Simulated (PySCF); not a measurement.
**B⁺: excitation energy**

B⁺ [He] 2s2 (1S) → B⁺ [He] 2s1 3d1, s spin flipped, as a difference of total energies. Calculation: PySCF 2.14, in dyall-av3z (15s9p3d2f, 71 functions); the non-relativistic Hamiltonian (point nucleus). Correlated levels: valence: 1s2 frozen; virtual orbitals above 40 to 60 times the deepest correlated orbital energy dropped. The calculations carry no spin-orbit coupling.

```tsv
method	excitation energy (eV)
UHF	17.411
LDA	17.860
PBE	17.691
PBE0	17.806
r2SCAN	17.403
wB97M-V	18.513
M06	17.764
B3LYP	17.792
HSE06	17.784
MP2 (valence)	18.226
SCS-MP2 (valence)	18.389
```

Question: How much does correlation contribute at MP2 (valence)?

Answer: 18.226 − (17.411) = 0.815 eV, measured against UHF.

The upper determinant mixes two multiplicities, so it lies between the two terms.

The promoted electron is Rydberg-like, and one or two diffuse shells describe it only roughly, which tends to raise the upper state.
